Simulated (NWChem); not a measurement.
Si₂H₃Cl₂F; SMILES [SiH2]([Si@@H](Cl)F)Cl

```xyz
8

F      1.8225    -0.8547    -0.4624
Si     0.4517    -0.8046     0.4025
Cl    -0.6205    -2.5227     0.0099
Si    -0.8557     0.9927    -0.3262
Cl     0.1298     2.7556     0.1480
H      0.8243    -0.7894     1.8402
H     -1.0563     0.9178    -1.8005
H     -2.1749     0.9723     0.3676
```
Atoms are numbered in this order, from 1.

STO-3G and 3-21G are far too small for this property and stand as cheap habits. All runs use the structure optimised with PBE0/def2-SVP.

List the 4 lowest vertical singlet excitations from PBE0/3-21G, TDA (NWChem).


| state | energy (eV) | oscillator strength | leading excitation (squared amplitude) |
|---|---|---|---|
| S1 | 6.09 | 0.034 | HOMO → LUMO (0.96) |
| S2 | 6.61 | 0.002 | HOMO−1 → LUMO (0.98) |
| S3 | 7.15 | 0.040 | HOMO → LUMO+1 (0.90) |
| S4 | 7.20 | 0.000 | HOMO−2 → LUMO (0.86) |
